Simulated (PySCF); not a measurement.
Ti⁹⁺ (titanium, charge +9) across methods

[Ne] 3s2 3p1, 2P determinant. Calculation: PySCF 2.14, in an uncontracted even-tempered set (19 s from 0.32 bohr⁻², ratio 2.5; 12 p from 0.42 bohr⁻², ratio 2.5; 5 d from 2.8 bohr⁻², ratio 2.7; 5 f from 4.2 bohr⁻², ratio 2.7); scalar relativity by spin-free X2C-1e.

```csv
method,E (hartree),mean ε 3s α (eV),mean ε 3s β (eV),mean ε 3p α (eV),Σ⟨r²⟩ (bohr²),⟨S²⟩
PBE0,-823.652,-233.10,-229.62,-207.47,3.553,0.752
MN15,-824.268,-233.42,-230.50,-209.49,3.537,0.751
TPSSh,-823.854,-231.58,-228.17,-206.10,3.552,0.752
PBE,-823.613,-229.79,-227.09,-204.43,3.551,0.751
r2SCAN,-823.779,-230.60,-227.31,-205.30,3.559,0.753
LDA,-821.700,-229.68,-227.21,-204.09,3.554,0.751
```

(1) Estimate the same row for UHF.

## Answers

(1) E (hartree) = -823.26777; mean ε 3s α (eV) = -241.91; mean ε 3s β (eV) = -235.70; mean ε 3p α (eV) = -215.68; Σ⟨r²⟩ (bohr²) = 3.566; ⟨S²⟩ = 0.755.
